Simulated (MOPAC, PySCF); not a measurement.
CH3N, SMILES `N=C`, neutral singlet in the gas phase. 

Cartesian coordinates (Å):
```xyz
5

C     -0.3287     0.0564    -0.2082
N      0.7638     0.4431     0.2950
H     -0.7364    -0.9549    -0.1110
H     -0.9241     0.7649    -0.7843
H      1.2254    -0.3096     0.8085
```
Charge 0, spin multiplicity 1.

All levels are single points at this geometry (B3LYP-D3(BJ)/def2-TZVPD); Pople sets use spherical d functions. Orbital energies aren't observables, and empty levels follow the basis.

```
level                             HOMO (eV)  LUMO (eV)  gap (eV)  dipole (D)  vertical IE, Delta-SCF (eV)
--------------------------------  ---------  ---------  --------  ----------  ---------------------------
B3LYP-D3(BJ)/def2-TZVPD in PySCF      -7.59      -0.87      6.72        2.00                            –
M06-2X/def2-TZVPD in PySCF            -9.29       0.47      9.76        2.04                            –
PBE-D3(BJ)/def2-TZVPD in PySCF        -6.27      -1.74      4.53        1.92                            –
B3LYP/6-311+G** in PySCF              -7.59      -0.91      6.68        2.16                            –
B3LYP/6-31G* in PySCF                 -7.20      -0.19      7.01        1.94                        10.45
BP86/6-31G* in PySCF                  -5.97      -1.26      4.72        1.87                            –
M06-2X/6-31G* in PySCF                -9.00       1.16     10.16        2.01                            –
PBE/6-31G* in PySCF                   -5.84      -1.15      4.69        1.86                        10.29
HF/3-21G in PySCF                    -11.22       4.76     15.98        2.28                            –
HF/6-31G* in PySCF                   -11.54       4.50     16.04        2.25                            –
AM1 in MOPAC                         -10.73       1.30     12.03        1.90                            –
PM6 in MOPAC                         -10.34       0.77     11.11        2.37                            –
PM7 in MOPAC                         -10.60       0.66     11.26        2.51                            –
```
